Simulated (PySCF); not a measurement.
**How methods differ on the excitation energy of Se**

Se [Ar] 3d10 4s2 4p4 (3P) → Se [Ar] 3d10 4s1 4p5 (3P), as a difference of total energies. Computed with PySCF 2.14 in aug-cc-pVDZ-PP with ECP10MDF (5s4p3d, 32 functions), with scalar relativity through the core potential. Correlated levels: valence: 3s2 3p6 3d10 frozen. The calculations carry no spin-orbit coupling.

| method | excitation energy (eV) |
| --- | --- |
| UHF | 11.727 |
| MP2 (valence) | 10.777 |
| SCS-MP2 (valence) | 10.634 |
| CCSD (valence) | 9.586 |
| CCSD(T) (valence) | 9.267 |
| CCSDT (valence) | 9.310 |

**Question.** How much does correlation contribute at CCSD(T) (valence)?

**Answer.** 9.267 − (11.727) = -2.460 eV, measured against UHF.

The upper state lies above the first ionisation limit, where it may autoionise and the basis confines it.

The coupled-cluster amplitudes are large for the upper state (T1 above 0.03 or a double amplitude above 0.15), so a single reference is strained.
